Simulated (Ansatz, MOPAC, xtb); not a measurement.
Spectroscopic constants of Hg₂++, closed-shell singlet (lowest of 2S+1 = 1, 3 at CCSD(T)/def2-TZVPP on PBE0 minima; our sources give no spin for the ground state, which may be another). No spin–orbit coupling.

Seven points along R, fitted to fifth degree in 1/R; most abundant isotopes. In def2 and cc sets the state is the lowest found near the PBE0 minimum, followed along R. The singlet is held restricted. HF and MP2 rows in def2 and cc sets belong to the determinant that coupled cluster picked by its CCSD energy.

The values were computed with Ansatz (a quantum-chemistry and plane-wave program) with Gaussian orbitals; MOPAC for AM1, PM7 (differences of heats of formation); xtb for the GFN methods. Values without a source in brackets are computed. In def2 rows elements past Kr take small-core potentials, without spin–orbit coupling.

| level | r_e (Å) | ω_e (cm⁻¹) | ω_e x_e (cm⁻¹) | α_e (cm⁻¹) |
|---|---|---|---|---|
| AM1 | 2.608 | 105 | 0.15 | 3.7e-5 |
| PM7 | 2.636 | 196 | 0.25 | 3.7e-5 |
| GFN1-xTB | 2.554 | 151 | 0.61 | 0.00012 |
| GFN2-xTB | 2.629 | 99 | 0.41 | 0.00015 |
| HF/def2-TZVPP | 2.705 | 134 | 0.26 | 6.2e-5 |
| HF/def2-QZVPP | 2.702 | 134 | 0.26 | 6.2e-5 |
| SVWN5/def2-TZVPP | 2.600 | 140 | 0.46 | 8.9e-5 |
| PBE/def2-TZVPP | 2.698 | 117 | 0.46 | 9.6e-5 |
| r2SCAN/def2-TZVPP | 2.645 | 131 | 0.43 | 8.8e-5 |
| B97M-V/def2-TZVPP | 2.733 | 110 | 0.42 | 9.4e-5 |
| B3LYP/def2-TZVPP | 2.705 | 120 | 0.41 | 8.6e-5 |
| PBE0/def2-TZVPP | 2.661 | 130 | 0.39 | 8.2e-5 |
| BHLYP/def2-TZVPP | 2.676 | 132 | 0.34 | 7.4e-5 |
| CAM-B3LYP/def2-TZVPP | 2.651 | 138 | 0.35 | 7.4e-5 |
| wB97X-V/def2-TZVPP | 2.632 | 145 | 0.31 | 6.9e-5 |
| wB97M-V/def2-TZVPP | 2.643 | 143 | 0.31 | 6.8e-5 |
| B2PLYP/def2-TZVPP | 2.653 | 133 | 0.41 | 8.3e-5 |
| MP2/def2-TZVPP | 2.555 | 160 | 0.41 | 7.8e-5 |
| MP2/def2-QZVPP | 2.545 | 163 | 0.36 | 7.4e-5 |
| SCS-MP2/def2-TZVPP | 2.587 | 151 | 0.41 | 7.9e-5 |
| SCS-MP2/def2-QZVPP | 2.578 | 154 | 0.35 | 7.4e-5 |
| CCSD/def2-TZVPP | 2.624 | 141 | 0.42 | 8.2e-5 |
| CCSD/def2-QZVPP | 2.613 | 145 | 0.36 | 7.5e-5 |
| CCSD(T)/def2-TZVPP | 2.630 | 135 | 0.53 | 9.4e-5 |
| CCSD(T)/def2-QZVPP | 2.617 | 140 | 0.44 | 8.4e-5 |
| CCSD(T)/CBS(def2-TZVPP, def2-QZVPP) | 2.610 | 144 | 0.39 | 7.8e-5 |

Correlated levels freeze the inner cores; with def2 sets outer-core shells near the valence are correlated too. CBS(a, b) extrapolates the correlation energy as X⁻³ and adds the Hartree–Fock energy of set b. The state that AM1, PM7 reach isn't checked; PM7 holds dispersion and hydrogen-bond terms.
